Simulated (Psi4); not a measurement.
trisilylamine (H₉NSi₃), singlet, geometry from GFN2-xTB; CISD/STO-3G run with Psi4.

Here is a job for Psi4.
```
memory 2 GB

molecule mol {
0 1
  Si    0.288687    1.645832    0.481101
  N     0.023672    0.030801   -0.122984
  Si   -1.606491   -0.512603   -0.424247
  Si    1.310797   -1.142346   -0.020452
  H    -0.672540    2.526565   -0.179173
  H     0.096776    1.689352    1.935472
  H     1.659585    2.023139    0.143627
  H    -2.351055    0.614891   -0.981018
  H    -1.533964   -1.614022   -1.381967
  H    -2.235910   -0.967364    0.821121
  H     1.354843   -1.742484    1.318134
  H     1.049809   -2.171770   -1.024335
  H     2.564844   -0.446283   -0.300586
}

set basis sto-3g
set reference rhf

energy('cisd')
print_variables()
```

It wrote (shortened):

```
   => Loading Basis Set <=

    Name: STO-3G
    Role: ORBITAL
    Keyword: BASIS

         ---------------------------------------------------------
                                   SCF
               by Justin Turney, Rob Parrish, Andy Simmonett
                          and Daniel G. A. Smith
                              RHF Reference
         ---------------------------------------------------------

  ==> Geometry <==

    Molecular point group: c1
    Full point group: C1

    Geometry (in Angstrom), charge = 0, multiplicity = 1:

       Center              X                  Y                   Z               Mass
    ------------   -----------------  -----------------  -----------------  -----------------
         SI           0.288058002934     1.645013540878     0.484369226645    27.976926534650
         N            0.023043002934     0.029982540878    -0.119715773355    14.003074004430
         SI          -1.607119997066    -0.513421459122    -0.420978773355    27.976926534650
         SI           1.310168002934    -1.143164459122    -0.017183773355    27.976926534650
         H           -0.673168997066     2.525746540878    -0.175904773355     1.007825032230
         H            0.096147002934     1.688533540878     1.938740226645     1.007825032230
         H            1.658956002934     2.022320540878     0.146895226645     1.007825032230
         H           -2.351683997066     0.614072540878    -0.977749773355     1.007825032230
         H           -1.534592997066    -1.614840459122    -1.378698773355     1.007825032230
         H           -2.236538997066    -0.968182459122     0.824389226645     1.007825032230
         H            1.354214002934    -1.743302459122     1.321402226645     1.007825032230
         H            1.049180002934    -2.172588459122    -1.021066773355     1.007825032230
         H            2.564215002934    -0.447101459122    -0.297317773355     1.007825032230

  Running in c1 symmetry.

  Rotational constants: A =      0.10391  B =      0.10391  C =      0.05499 [cm^-1]
  Rotational constants: A =   3115.24560  B =   3115.24393  C =   1648.47242 [MHz]
  Nuclear repulsion =  293.087941654310612

  Charge       = 0
  Multiplicity = 1
  Electrons    = 58
  Nalpha       = 29
  Nbeta        = 29

  ==> Algorithm <==

  SCF Algorithm Type is PK.
  DIIS enabled.
  MOM disabled.
  Fractional occupation disabled.
  Guess Type is SAD.
  Energy threshold   = 1.00e-08
  Density threshold  = 1.00e-08
[...]
  @RHF Final Energy:  -915.84529161795774
    Total Energy =                       -915.8452916179577414
[...]
      Number of AO shells:              27
      Number of SO shells:              27
      Number of primitives:             81
      Number of atomic orbitals:        41
      Number of basis functions:        41

      Number of irreps:                  1
      Integral cutoff                 1.00e-12
      Number of functions per irrep: [  41 ]

 OEINTS: Overlap, kinetic, potential, dipole, and quadrupole integrals
         stored in file 35.

      Computed 303810 non-zero two-electron integrals.
        Stored in file 33.

        ==> Transform all two-electron integrals <==

	Presorting SO-basis two-electron integrals.
	Sorting File: SO Ints (nn|nn) nbuckets = 1
	Constructing frozen core operators
	Starting first half-transformation.
	Sorting half-transformed integrals.
	First half integral transformation complete.
	Starting second half-transformation.
	Two-electron integral transformation complete.

Traceback (most recent call last):
  File "psi4", line 375, in <module>
  File "<string>", line 34, in <module>
  File "site-packages/psi4/driver/driver.py", line 533, in energy
  File "site-packages/psi4/driver/procrouting/proc.py", line 1108, in select_cisd
  File "site-packages/psi4/driver/procrouting/proc.py", line 5807, in run_cepa

RuntimeError:
Fatal Error: ndocc must be less than nvirt
The most recent 5 function calls were:

psi::PsiException::PsiException(std::__cxx11::basic_string<char, std::char_traits<char>, std::allocator<char> >, char const*, int)

Printing out the relevant lines from the Psithon --> Python processed input file:
      H     2.564844   -0.446283   -0.300586
    ""","mol")
    core.IO.set_default_namespace("mol")
    core.set_global_option("BASIS", "sto-3g")
    core.set_global_option("REFERENCE", "rhf")
--> energy('cisd')
    print_variables()

!----------------------------------------------------------------------------------!
!                                                                                  !
! Fatal Error: ndocc must be less than nvirt                                       !
! The most recent 5 function calls were:                                           !
! psi::PsiException::PsiException(std::__cxx11::basic_string<char,                 !
!     std::char_traits<char>, std::allocator<char> >, char const*, int)            !
!                                                                                  !
!----------------------------------------------------------------------------------!
```

The run crashed.
